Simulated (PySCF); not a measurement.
SMILES C[Si](O)(O)N[Si](C)(O)O (C2H11NO4Si2) (GFN2-xTB optimised geometry):

```
20

Si     1.002    -0.914     0.000
C      2.896    -0.914     0.000
O      0.387    -1.692     1.314
O      0.376    -1.736    -1.260
N      0.427     0.710     0.000
Si    -1.260     1.125     0.182
C     -2.239     0.928    -1.425
O     -1.398     2.684     0.622
O     -1.825     0.214     1.412
H      3.279    -1.908     0.208
H      3.286    -0.612    -0.965
H      3.307    -0.241     0.744
H      0.612    -1.355     2.177
H      0.295    -2.684    -1.205
H      0.976     1.373    -0.517
H     -2.046     1.750    -2.104
H     -3.307     0.903    -1.236
H     -1.963     0.008    -1.930
H     -1.252     2.920     1.534
H     -1.547    -0.701     1.420
```

Level of theory: PBE0/def2-SVP run with PySCF.

Q: What are the frontier orbital energies and the dipole moment?

A: HOMO-2 -8.58 eV, HOMO-1 -8.07 eV, HOMO -7.39 eV, LUMO 1.08 eV, LUMO+1 2.09 eV; dipole moment 3.09 D.

Meta-Löwdin charges at PBE0/def2-SVP: Si1 1.30, C2 -0.59, O3 -0.73, O4 -0.72, N5 -0.82, Si6 1.32, C7 -0.59, O8 -0.72, O9 -0.73, H10 0.12, H11 0.12, H12 0.12, H13 0.34, H14 0.34, H15 0.23, H16 0.12, H17 0.12, H18 0.12, H19 0.33, H20 0.33.
